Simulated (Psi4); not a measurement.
CH3O (SMILES C=[OH+]), charge +1, singlet, at a GFN2-xTB geometry. Base run: HF/pcseg-1 in Psi4 1.11.

Input for Psi4:
```
memory 2 GB

molecule {
1 1
  O    -0.10364914   -0.12932954    0.58989088
  C     0.11172867    0.04016533   -0.60083038
  H     0.14193939    1.01608503   -1.10404748
  H     0.28838394   -0.85776849   -1.21133073
  H    -0.27150229    0.63532785    1.20123344
}

set basis pcseg-1

energy('scf')
print_variables()
```

Each row names what was changed in the base input (with any setting that the change needs).

```json
[
 {"change": "base", "ΔE vs base (µEh)": "0.0", "SCF cycles": "8", "basis functions": "43"},
 {"change": "df_basis_scf = def2-universal-jkfit", "ΔE vs base (µEh)": "0.0", "SCF cycles": "8", "basis functions": "43"},
 {"change": "scf_type = disk_df", "ΔE vs base (µEh)": "0.0", "SCF cycles": "8", "basis functions": "43"},
 {"change": "d_convergence = 1e-10", "ΔE vs base (µEh)": "0.0", "SCF cycles": "13", "basis functions": "43"},
 {"change": "cholesky_tolerance = 1e-6 (with scf_type cd)", "ΔE vs base (µEh)": "-70.4", "SCF cycles": "8", "basis functions": "43"},
 {"change": "scf_type = dfdirj+link", "ΔE vs base (µEh)": "-131", "SCF cycles": "8", "basis functions": "43"},
 {"change": "scf_type = cd", "ΔE vs base (µEh)": "-72.4", "SCF cycles": "8", "basis functions": "43"},
 {"change": "e_convergence = 1e-10", "ΔE vs base (µEh)": "0.0", "SCF cycles": "10", "basis functions": "43"},
 {"change": "e_convergence = 1e-4", "ΔE vs base (µEh)": "0.0", "SCF cycles": "8", "basis functions": "43"},
 {"change": "scf_type = out_of_core", "ΔE vs base (µEh)": "-69.5", "SCF cycles": "8", "basis functions": "43"},
 {"change": "guess = sapgau", "ΔE vs base (µEh)": "0.0", "SCF cycles": "8", "basis functions": "43"},
 {"change": "scf_initial_accelerator = none", "ΔE vs base (µEh)": "0.0", "SCF cycles": "8", "basis functions": "43"},
 {"change": "scf_type = direct", "ΔE vs base (µEh)": "-69.5", "SCF cycles": "11", "basis functions": "43"}
]
```
